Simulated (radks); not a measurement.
Results of a calculation; reference values are marked as such.
Charge is removed step by step from the 3s up level of Ir66+, starting from [Ne] 3s(up 1, down 0). Level of theory: scalar-relativistic Kohn-Sham, PBEsol, spin-polarised, spherical densities, finite nucleus; Fermi nuclear charge, rms radius 5.4032 fm (a radial shooting solver on a logarithmic mesh with Libxc functionals).

removed (e)  E - E(0) (eV)  eigenvalue (eV)  E minus straight line (eV)
0                    0.000          -7816.6                       0.000
0.25                1957.3          -7845.8                     -10.706
0.5                 3921.8          -7874.3                     -14.175
0.75                5893.4          -7902.1                     -10.597
1                   7872.0          -7927.8                       0.000

Removing the whole electron costs 7872.0 eV by Delta-SCF, against 7816.6 eV from minus the eigenvalue at the starting occupation. Slater's transition state (half an electron removed) gives 7874.3 eV. Integrating minus the eigenvalue over the occupation (Janak's theorem) gives 7873.7 eV. In this scalar-relativistic scheme the density is built from large components alone, so the theorem holds only approximately. The mean slope of the eigenvalue, de/dn, is 111 eV per electron. Ionisation energy of Ir66+ in the NIST Atomic Spectra Database: 7850 eV (theoretical).
